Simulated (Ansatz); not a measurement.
Relaxation of CH$_{7}$AlO$_{3}$ (12 atoms, charge 0, multiplicity 1), to a largest force component of 0.03 eV/Å in at most 50 steps.

All numbers below come from Ansatz, UKS BLYP-D4/6-31G*.

```xyz
12
Properties=species:S:1:pos:R:3
Al 1.262 0.434 0.174
O 0.356 1.849 -0.513
O 1.491 0.305 1.875
O 1.944 -0.722 -0.901
H -1.315 0.309 -0.392
C -1.797 -0.650 -0.216
H 0.322 1.823 -1.491
H 1.166 1.035 2.434
H 2.472 -1.446 -0.514
H -2.849 -0.479 0.057
H -1.305 -1.188 0.612
H -1.746 -1.268 -1.125
```

Q: Where does it end, and by what steps?

A: The run converged. The force dipped under the threshold on the way, but the program's further checks kept it going. After 14 steps the energy has fallen by 0.131 eV; H12 moved furthest, 0.78 Å.

```json
{"step": "0", "energy less start (eV)": "0.0000", "largest force component (eV/Å)": "1.275", "accepted": "yes"}
{"step": "1", "energy less start (eV)": "-0.0670", "largest force component (eV/Å)": "0.956", "accepted": "yes"}
{"step": "2", "energy less start (eV)": "-0.0965", "largest force component (eV/Å)": "0.373", "accepted": "yes"}
{"step": "3", "energy less start (eV)": "-0.1120", "largest force component (eV/Å)": "0.258", "accepted": "yes"}
{"step": "4", "energy less start (eV)": "-0.1162", "largest force component (eV/Å)": "0.328", "accepted": "yes"}
{"step": "5", "energy less start (eV)": "-0.1248", "largest force component (eV/Å)": "0.229", "accepted": "yes"}
{"step": "6", "energy less start (eV)": "-0.1287", "largest force component (eV/Å)": "0.016", "accepted": "yes"}
{"step": "7", "energy less start (eV)": "-0.1291", "largest force component (eV/Å)": "0.021", "accepted": "yes"}
{"step": "8", "energy less start (eV)": "-0.1294", "largest force component (eV/Å)": "0.080", "accepted": "yes"}
{"step": "9", "energy less start (eV)": "-0.1298", "largest force component (eV/Å)": "0.066", "accepted": "yes"}
{"step": "10", "energy less start (eV)": "-0.1302", "largest force component (eV/Å)": "0.076", "accepted": "yes"}
{"step": "11", "energy less start (eV)": "-0.1304", "largest force component (eV/Å)": "0.101", "accepted": "yes"}
{"step": "12", "energy less start (eV)": "-0.1308", "largest force component (eV/Å)": "0.063", "accepted": "yes"}
{"step": "13", "energy less start (eV)": "-0.1310", "largest force component (eV/Å)": "0.013", "accepted": "yes"}
{"step": "14", "energy less start (eV)": "-0.1312", "largest force component (eV/Å)": "0.013", "accepted": "yes"}
```

```xyz
12
Properties=species:S:1:pos:R:3
Al 1.163 0.447 0.061
O 0.641 1.983 -0.525
O 1.234 0.150 1.759
O 1.722 -0.751 -1.046
H -1.652 0.388 -0.458
C -1.690 -0.650 -0.088
H 0.669 2.127 -1.491
H 0.962 0.876 2.353
H 2.070 -1.583 -0.672
H -2.733 -1.003 -0.107
H -1.312 -0.688 0.946
H -1.073 -1.296 -0.733
```

Time of the run: 81 s on 2 threads of Arm Neoverse N1, on a shared host, peak memory 0.16 GiB.
